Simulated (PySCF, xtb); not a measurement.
C2H4BFO2, SMILES FB1OCOC1.

GFN2-xTB run with xtb 6.7.1 at its own geometry gives an orbital gap of 5.52 eV and a dipole moment of 0.91 D.

The structure is a stationary point at PBE0-D3(BJ)/def2-SVP. The structure was generated by enumeration, and PubChem lists no compound with its InChIKey, so it may never have been made. One conformer was computed; it need not be the lowest.

### Question
What does PBE/def2-TZVP (PySCF) give? (The exact figures need the calculation; the answer reports its results.)

### Answer
gap 5.76 eV (levels -6.24 and -0.47 eV), dipole 1.01 D.
